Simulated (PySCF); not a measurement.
H$_{4}$AlFN$_{2}$ (SMILES [NH2][Al]([NH2])[F]), singlet, at a GFN2-xTB geometry (such geometries of metal compounds can be far from the true shape), atoms displaced at random by about 0.08 Å a coordinate. Base run: B3LYP/6-31G, gradient in PySCF.

Here is a job for PySCF.
```python
from pyscf import gto, scf, dft

mol = gto.M(
    atom='''
Al    0.028505   -0.007474   -0.111429
F     1.666897    0.325069   -0.044981
N    -0.604620   -0.889279    1.613090
H    -1.461356   -0.771455    1.793579
H     0.142065   -1.024920    2.396651
N    -1.043920    0.669290   -1.342679
H    -2.071127    0.435188   -1.212697
H    -0.706008    0.815855   -2.104251
''',
    basis='6-31g',
    charge=0,
    spin=0,
    verbose=3,
)

mf = dft.RKS(mol)
mf.xc = 'b3lyp'
mf.kernel()
g = mf.nuc_grad_method()
grad = g.kernel()
```

The coordinate followed is z of atom 4.

Variants of this job, named by their change:

```csv
change,dE/dx (Eh/bohr),net force (Eh/bohr)
base,-0.051469,0.000077
finite difference step (bohr) = 1e-5; conv_tol = 1e-11,-0.051469,-
conv_tol = 1e-11,-0.051469,0.000077
grids.level = 5; grid_response = on,-0.051469,0.000000
finite difference step (bohr) = 0.01; conv_tol = 1e-11,-0.051464,-
grid_response = on,-0.051469,0.000000
conv_tol = 1e-6,-0.051469,0.000077
conv_tol = 1e-4,-0.051474,0.000077
grids.level = 1; grid_response = off,-0.051471,0.000205
density fitting = on; auxbasis_response = off,-0.051460,0.001159
finite difference step (bohr) = 0.2; conv_tol = 1e-11,-0.049177,-
grids.level = 5; grid_response = off,-0.051469,0.000005
```

The net force is zero for an exact gradient.
